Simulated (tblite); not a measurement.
Record of a relaxation.

Species: C₅H₁₁BrGeO.
SMILES with atom numbers: `[CH3:1][O:2][Ge@H:3]1[CH2:4][C@:5]([CH3:6])([Br:7])[CH2:8]1` (hydrogens: H9, H10, H11 on C1; H12 on Ge3; H13, H14 on C4; H15, H16, H17 on C6; H18, H19 on C8)

Computed with GFN2-xTB (tblite), gas phase: L-BFGS steps from a force-field or distance-geometry start until the largest atomic force falls under 0.01 eV/Å. 6 of its 101 geometries are shown.

Step 0: E = -716.7447 eV, largest atomic force 3.895 eV/Å
```
atom  x, y, z in Å  |  force x, y, z in eV/Å
C1      3.387   -0.095   -0.360    0.407  -0.378  -0.492
O2      2.358   -0.211    0.593    0.356  -0.122   0.129
Ge3     0.863   -0.684   -0.192    0.099  -0.070   0.078
C4     -0.728   -0.779    0.889   -0.263  -3.285   2.076
C5     -1.495   -0.063   -0.163    0.246   1.331   0.655
C6     -2.678    0.754    0.273   -1.273   0.850  -0.044
Br7    -1.989   -1.281   -1.574   -0.114  -0.331  -0.255
C8     -0.323    0.794   -0.604    0.008   1.092  -2.652
H9      4.309   -0.566    0.034   -0.376   0.409  -0.150
H10     3.043   -0.669   -1.245    0.884   0.394  -0.057
H11     3.557    0.956   -0.652    0.023  -0.446   0.227
H12     0.947   -1.702   -1.338    0.467   0.063   0.238
H13    -1.028   -1.846    1.054   -0.463   0.778   0.388
H14    -0.628   -0.292    1.870   -0.342   0.026  -0.435
H15    -2.387    1.823    0.438   -0.198  -0.928   0.118
H16    -3.188    0.366    1.179    0.425   0.163  -0.489
H17    -3.437    0.780   -0.538    0.322   0.027   0.490
H18    -0.386    1.038   -1.686   -0.172   0.707   0.543
H19    -0.207    1.687    0.027   -0.036  -0.281  -0.368
```

Step 20: E = -717.6195 eV, largest atomic force 0.249 eV/Å
```
atom  x, y, z in Å  |  force x, y, z in eV/Å
C1      3.542   -0.114   -0.380   -0.045   0.007   0.029
O2      2.428   -0.338    0.461   -0.115  -0.017  -0.022
Ge3     0.833   -0.738   -0.254    0.042   0.049  -0.123
C4     -0.807   -0.827    0.914    0.082  -0.041   0.081
C5     -1.542   -0.002   -0.140    0.010  -0.111  -0.064
C6     -2.756    0.783    0.326   -0.042   0.003   0.006
Br7    -2.096   -1.299   -1.522   -0.157  -0.151  -0.120
C8     -0.392    0.783   -0.760    0.029   0.101  -0.021
H9      4.434   -0.489    0.122   -0.035  -0.018   0.072
H10     3.441   -0.621   -1.343    0.007  -0.057  -0.009
H11     3.659    0.953   -0.568    0.019   0.070   0.008
H12     1.164   -1.823   -1.291   -0.074   0.051   0.031
H13    -1.280   -1.772    1.171   -0.015   0.021   0.045
H14    -0.678   -0.233    1.815    0.049   0.010   0.136
H15    -2.475    1.776    0.668    0.152   0.014   0.069
H16    -3.266    0.277    1.141    0.027  -0.138   0.062
H17    -3.481    0.908   -0.473    0.022   0.050  -0.146
H18    -0.558    1.152   -1.768   -0.064  -0.022  -0.068
H19    -0.179    1.633   -0.113    0.108   0.178   0.034
```

Step 40: E = -717.7418 eV, largest atomic force 0.106 eV/Å
```
atom  x, y, z in Å  |  force x, y, z in eV/Å
C1      3.574   -0.106   -0.270   -0.002   0.026  -0.012
O2      2.307   -0.295    0.317   -0.018  -0.027  -0.021
Ge3     0.780   -0.727   -0.467   -0.022   0.045   0.043
C4     -0.707   -0.773    0.867    0.009  -0.008   0.004
C5     -1.559   -0.011   -0.147    0.051  -0.023  -0.021
C6     -2.724    0.772    0.411    0.068  -0.054  -0.041
Br7    -2.245   -1.386   -1.405   -0.102   0.026   0.009
C8     -0.502    0.768   -0.928    0.032   0.010  -0.002
H9      4.323   -0.445    0.447    0.001  -0.015  -0.001
H10     3.692   -0.664   -1.202   -0.008  -0.032   0.030
H11     3.735    0.954   -0.478    0.001   0.018  -0.008
H12     1.001   -1.878   -1.453    0.089   0.042  -0.008
H13    -1.158   -1.690    1.238   -0.004  -0.031   0.010
H14    -0.485   -0.130    1.720    0.043  -0.006   0.004
H15    -2.361    1.536    1.097    0.037   0.022   0.006
H16    -3.387    0.104    0.957   -0.096   0.025  -0.004
H17    -3.277    1.255   -0.392   -0.064   0.009   0.010
H18    -0.793    1.059   -1.934   -0.002  -0.036   0.011
H19    -0.225    1.666   -0.371   -0.011   0.009  -0.009
```

Step 60: E = -717.7576 eV, largest atomic force 0.047 eV/Å
```
atom  x, y, z in Å  |  force x, y, z in eV/Å
C1      3.565   -0.105   -0.249   -0.001   0.003   0.009
O2      2.291   -0.245    0.338   -0.013   0.012   0.021
Ge3     0.790   -0.709   -0.474   -0.010  -0.010  -0.016
C4     -0.706   -0.803    0.851   -0.014   0.012  -0.008
C5     -1.572   -0.030   -0.147    0.022   0.024   0.014
C6     -2.705    0.786    0.431    0.001  -0.012  -0.005
Br7    -2.336   -1.381   -1.380    0.000  -0.008  -0.017
C8     -0.526    0.747   -0.949    0.035  -0.013  -0.003
H9      4.309   -0.423    0.483   -0.014  -0.027   0.034
H10     3.668   -0.717   -1.147    0.036   0.005  -0.023
H11     3.749    0.940   -0.504   -0.008   0.012  -0.045
H12     1.125   -1.797   -1.504   -0.005   0.009   0.036
H13    -1.146   -1.726    1.221    0.011  -0.009  -0.021
H14    -0.467   -0.168    1.706    0.001  -0.009  -0.006
H15    -2.308    1.521    1.131   -0.018  -0.023  -0.012
H16    -3.411    0.143    0.955    0.004   0.026   0.026
H17    -3.238    1.309   -0.363   -0.007   0.010   0.020
H18    -0.822    0.995   -1.965   -0.011  -0.004  -0.003
H19    -0.273    1.671   -0.425   -0.010   0.000   0.000
```

Step 80: E = -717.7613 eV, largest atomic force 0.022 eV/Å
```
atom  x, y, z in Å  |  force x, y, z in eV/Å
C1      3.570   -0.097   -0.235    0.001  -0.009  -0.003
O2      2.276   -0.178    0.318   -0.003   0.001   0.007
Ge3     0.791   -0.696   -0.490   -0.017  -0.007  -0.012
C4     -0.708   -0.820    0.826    0.007  -0.004  -0.001
C5     -1.580   -0.031   -0.155   -0.008  -0.001  -0.021
C6     -2.691    0.793    0.454   -0.003   0.004   0.002
Br7    -2.380   -1.363   -1.389    0.001  -0.003   0.007
C8     -0.541    0.742   -0.972    0.001   0.008  -0.007
H9      4.280   -0.385    0.542   -0.001   0.014   0.003
H10     3.693   -0.765   -1.091    0.010  -0.009  -0.003
H11     3.780    0.925   -0.554   -0.002  -0.004   0.004
H12     1.155   -1.804   -1.485   -0.004   0.020   0.001
H13    -1.139   -1.760    1.164   -0.002   0.003  -0.001
H14    -0.483   -0.209    1.701    0.005   0.006   0.004
H15    -2.267    1.517    1.149   -0.003   0.002  -0.007
H16    -3.390    0.158    0.996    0.004   0.000  -0.001
H17    -3.239    1.331   -0.319    0.004  -0.009   0.010
H18    -0.845    0.975   -1.989    0.001  -0.007   0.009
H19    -0.291    1.676   -0.463    0.010  -0.006   0.009
```

Step 100: E = -717.7631 eV, largest atomic force 0.009 eV/Å
```
atom  x, y, z in Å  |  force x, y, z in eV/Å
C1      3.569   -0.105   -0.216    0.003  -0.002  -0.002
O2      2.259   -0.179    0.299    0.005   0.000   0.000
Ge3     0.784   -0.695   -0.526   -0.004  -0.001   0.003
C4     -0.701   -0.825    0.806    0.003  -0.001   0.001
C5     -1.582   -0.028   -0.160   -0.001   0.002  -0.009
C6     -2.686    0.791    0.468    0.000   0.001  -0.002
Br7    -2.395   -1.353   -1.392   -0.002   0.000   0.002
C8     -0.550    0.749   -0.980   -0.001   0.006  -0.002
H9      4.255   -0.306    0.609    0.005   0.002  -0.004
H10     3.742   -0.836   -1.009   -0.001  -0.006   0.004
H11     3.768    0.894   -0.610   -0.008   0.003  -0.001
H12     1.148   -1.786   -1.537    0.000   0.001   0.003
H13    -1.131   -1.763    1.148   -0.001  -0.002  -0.003
H14    -0.458   -0.217    1.680   -0.001   0.004   0.003
H15    -2.251    1.533    1.138   -0.004  -0.006   0.004
H16    -3.360    0.156    1.040    0.002  -0.001  -0.002
H17    -3.264    1.309   -0.297    0.002   0.000   0.000
H18    -0.866    0.994   -1.991    0.002  -0.001   0.004
H19    -0.290    1.675   -0.463    0.001   0.002  -0.001
```

Task: Summarise the path.

Result: The energy falls by 23.48 kcal/mol from step 0 to step 100; nine tenths of that is first reached at step 26. It falls at every step. The largest force goes from 3.895 to 0.009 eV/Å. Among the bonds Ge3–C8 changes most, from 1.939 to 2.017 Å; the atoms move by 0.433 Å rms after alignment.

Task: Follow the three bonds and two angles with the largest change from start to end.

Result: 
```json
{"step": "0", "E above end (kcal/mol)": "23.48", "largest force (eV/Å)": "3.895", "Ge3–C8 (Å)": "1.939", "Ge3–C4 (Å)": "1.926", "C5–Br7 (Å)": "1.929", "C1–O2–Ge3 (°)": "110.0", "Ge3–C4–H13 (°)": "110.5"}
{"step": "4", "E above end (kcal/mol)": "9.82", "largest force (eV/Å)": "0.820", "Ge3–C8 (Å)": "1.976", "Ge3–C4 (Å)": "1.961", "C5–Br7 (Å)": "2.022", "C1–O2–Ge3 (°)": "110.6", "Ge3–C4–H13 (°)": "117.8"}
{"step": "9", "E above end (kcal/mol)": "5.38", "largest force (eV/Å)": "0.540", "Ge3–C8 (Å)": "1.995", "Ge3–C4 (Å)": "1.993", "C5–Br7 (Å)": "1.966", "C1–O2–Ge3 (°)": "115.2", "Ge3–C4–H13 (°)": "122.3"}
{"step": "13", "E above end (kcal/mol)": "4.20", "largest force (eV/Å)": "0.296", "Ge3–C8 (Å)": "2.009", "Ge3–C4 (Å)": "2.013", "C5–Br7 (Å)": "2.012", "C1–O2–Ge3 (°)": "117.0", "Ge3–C4–H13 (°)": "122.5"}
{"step": "17", "E above end (kcal/mol)": "3.82", "largest force (eV/Å)": "0.262", "Ge3–C8 (Å)": "2.014", "Ge3–C4 (Å)": "2.021", "C5–Br7 (Å)": "1.971", "C1–O2–Ge3 (°)": "117.6", "Ge3–C4–H13 (°)": "121.9"}
{"step": "22", "E above end (kcal/mol)": "2.93", "largest force (eV/Å)": "0.260", "Ge3–C8 (Å)": "2.019", "Ge3–C4 (Å)": "2.012", "C5–Br7 (Å)": "1.995", "C1–O2–Ge3 (°)": "121.7", "Ge3–C4–H13 (°)": "122.5"}
{"step": "26", "E above end (kcal/mol)": "2.17", "largest force (eV/Å)": "0.330", "Ge3–C8 (Å)": "2.012", "Ge3–C4 (Å)": "2.011", "C5–Br7 (Å)": "1.993", "C1–O2–Ge3 (°)": "123.7", "Ge3–C4–H13 (°)": "123.7"}
{"step": "30", "E above end (kcal/mol)": "1.33", "largest force (eV/Å)": "0.219", "Ge3–C8 (Å)": "2.017", "Ge3–C4 (Å)": "2.003", "C5–Br7 (Å)": "1.982", "C1–O2–Ge3 (°)": "128.4", "Ge3–C4–H13 (°)": "124.4"}
{"step": "35", "E above end (kcal/mol)": "0.78", "largest force (eV/Å)": "0.132", "Ge3–C8 (Å)": "2.017", "Ge3–C4 (Å)": "1.999", "C5–Br7 (Å)": "1.985", "C1–O2–Ge3 (°)": "128.2", "Ge3–C4–H13 (°)": "124.1"}
{"step": "39", "E above end (kcal/mol)": "0.53", "largest force (eV/Å)": "0.110", "Ge3–C8 (Å)": "2.021", "Ge3–C4 (Å)": "1.999", "C5–Br7 (Å)": "1.990", "C1–O2–Ge3 (°)": "128.4", "Ge3–C4–H13 (°)": "123.8"}
{"step": "43", "E above end (kcal/mol)": "0.36", "largest force (eV/Å)": "0.092", "Ge3–C8 (Å)": "2.022", "Ge3–C4 (Å)": "1.997", "C5–Br7 (Å)": "1.979", "C1–O2–Ge3 (°)": "129.0", "Ge3–C4–H13 (°)": "124.1"}
{"step": "48", "E above end (kcal/mol)": "0.23", "largest force (eV/Å)": "0.073", "Ge3–C8 (Å)": "2.021", "Ge3–C4 (Å)": "1.999", "C5–Br7 (Å)": "1.987", "C1–O2–Ge3 (°)": "128.0", "Ge3–C4–H13 (°)": "124.1"}
{"step": "52", "E above end (kcal/mol)": "0.17", "largest force (eV/Å)": "0.045", "Ge3–C8 (Å)": "2.021", "Ge3–C4 (Å)": "1.998", "C5–Br7 (Å)": "1.984", "C1–O2–Ge3 (°)": "127.4", "Ge3–C4–H13 (°)": "124.6"}
{"step": "57", "E above end (kcal/mol)": "0.15", "largest force (eV/Å)": "0.051", "Ge3–C8 (Å)": "2.017", "Ge3–C4 (Å)": "1.999", "C5–Br7 (Å)": "1.983", "C1–O2–Ge3 (°)": "127.0", "Ge3–C4–H13 (°)": "124.6"}
{"step": "61", "E above end (kcal/mol)": "0.11", "largest force (eV/Å)": "0.054", "Ge3–C8 (Å)": "2.020", "Ge3–C4 (Å)": "2.000", "C5–Br7 (Å)": "1.983", "C1–O2–Ge3 (°)": "127.0", "Ge3–C4–H13 (°)": "124.5"}
{"step": "65", "E above end (kcal/mol)": "0.08", "largest force (eV/Å)": "0.046", "Ge3–C8 (Å)": "2.016", "Ge3–C4 (Å)": "2.000", "C5–Br7 (Å)": "1.984", "C1–O2–Ge3 (°)": "127.0", "Ge3–C4–H13 (°)": "124.1"}
{"step": "70", "E above end (kcal/mol)": "0.06", "largest force (eV/Å)": "0.033", "Ge3–C8 (Å)": "2.015", "Ge3–C4 (Å)": "1.999", "C5–Br7 (Å)": "1.983", "C1–O2–Ge3 (°)": "127.5", "Ge3–C4–H13 (°)": "124.0"}
{"step": "74", "E above end (kcal/mol)": "0.05", "largest force (eV/Å)": "0.018", "Ge3–C8 (Å)": "2.016", "Ge3–C4 (Å)": "1.998", "C5–Br7 (Å)": "1.984", "C1–O2–Ge3 (°)": "127.5", "Ge3–C4–H13 (°)": "123.8"}
{"step": "78", "E above end (kcal/mol)": "0.04", "largest force (eV/Å)": "0.017", "Ge3–C8 (Å)": "2.018", "Ge3–C4 (Å)": "1.999", "C5–Br7 (Å)": "1.983", "C1–O2–Ge3 (°)": "127.5", "Ge3–C4–H13 (°)": "123.8"}
{"step": "83", "E above end (kcal/mol)": "0.03", "largest force (eV/Å)": "0.022", "Ge3–C8 (Å)": "2.018", "Ge3–C4 (Å)": "1.997", "C5–Br7 (Å)": "1.984", "C1–O2–Ge3 (°)": "127.4", "Ge3–C4–H13 (°)": "123.7"}
{"step": "87", "E above end (kcal/mol)": "0.02", "largest force (eV/Å)": "0.030", "Ge3–C8 (Å)": "2.017", "Ge3–C4 (Å)": "1.997", "C5–Br7 (Å)": "1.983", "C1–O2–Ge3 (°)": "127.6", "Ge3–C4–H13 (°)": "123.7"}
{"step": "91", "E above end (kcal/mol)": "0.01", "largest force (eV/Å)": "0.030", "Ge3–C8 (Å)": "2.017", "Ge3–C4 (Å)": "1.998", "C5–Br7 (Å)": "1.985", "C1–O2–Ge3 (°)": "128.1", "Ge3–C4–H13 (°)": "123.6"}
{"step": "96", "E above end (kcal/mol)": "0.00", "largest force (eV/Å)": "0.017", "Ge3–C8 (Å)": "2.017", "Ge3–C4 (Å)": "1.998", "C5–Br7 (Å)": "1.983", "C1–O2–Ge3 (°)": "128.3", "Ge3–C4–H13 (°)": "123.9"}
{"step": "100", "E above end (kcal/mol)": "0.00", "largest force (eV/Å)": "0.009", "Ge3–C8 (Å)": "2.017", "Ge3–C4 (Å)": "1.998", "C5–Br7 (Å)": "1.984", "C1–O2–Ge3 (°)": "128.4", "Ge3–C4–H13 (°)": "124.1"}
```

What follows is the cost of the whole relaxation. Hardware: one thread, Arm Neoverse N1 (aarch64), no GPU, shared host with 64 logical CPUs at a one-minute load of 56. Cost: 1.6 s of wall time.
